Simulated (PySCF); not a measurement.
## The second ionisation energy along group 13

Calculated with PySCF 2.14 from differences of total energies of unrestricted determinants, without spin-orbit coupling. Values in eV. The last column holds reference values (NIST; (s) semi-empirical, (t) theoretical, else measured). Unmarked ones compare directly (S terms, centres of terms, or small fine structure); those marked * lie between the lowest fine-structure levels and include a spin-orbit shift.

```csv
element,configurations,UHF,LDA,PBE0,SCS-MP2 (valence),CCSD (valence and next inner shell),CCSD(T) (valence and next inner shell),reference
"B (ANO-RCC-VTZP, spin-free X2C)",[He] 2s2 → [He] 2s1,23.455,24.559,24.572,24.626,25.088,25.100,25.155
"Al (ANO-RCC-VTZP, spin-free X2C)",[Ne] 3s2 → [Ne] 3s1,17.553,18.916,18.684,18.418,18.666,18.692,18.829
"Ga (ANO-RCC-VTZP, spin-free X2C)",[Ar] 3d10 4s2 → [Ar] 3d10 4s1,18.771,21.191,20.457,19.575,20.207,20.290,20.515
"In (ANO-RCC-VTZP, spin-free X2C)",[Kr] 4d10 5s2 → [Kr] 4d10 5s1,17.022,19.416,18.659,17.746,18.592,18.721,18.870
"Tl (ANO-RCC-VTZP, spin-free X2C)",[Xe] 4f14 5d10 6s2 → [Xe] 4f14 5d10 6s1,18.365,20.960,20.185,19.005,20.072,20.211,20.428
```

Task: Which of these methods has the smallest mean absolute error against the measured values here?

Result: CCSD(T) (valence and next inner shell), with 0.157 eV.

```csv
method,elements,mean error (eV),mean absolute error (eV),largest error (eV)
UHF,5,-1.726,1.726,-2.064
LDA,5,0.249,0.487,0.676
PBE0,5,-0.248,0.248,-0.583
SCS-MP2 (valence),5,-0.886,0.886,-1.423
CCSD (valence and next inner shell),5,-0.235,0.235,-0.356
CCSD(T) (valence and next inner shell),5,-0.157,0.157,-0.225
```

Errors include the incompleteness of the basis and the frozen core.

"Valence" correlates the outer s and p shells and, in groups 3 to 12 and the f block, the outer d or f shell, open or full, or the next shell where the ion has no valence electron left; the wider scheme adds the next inner shell.
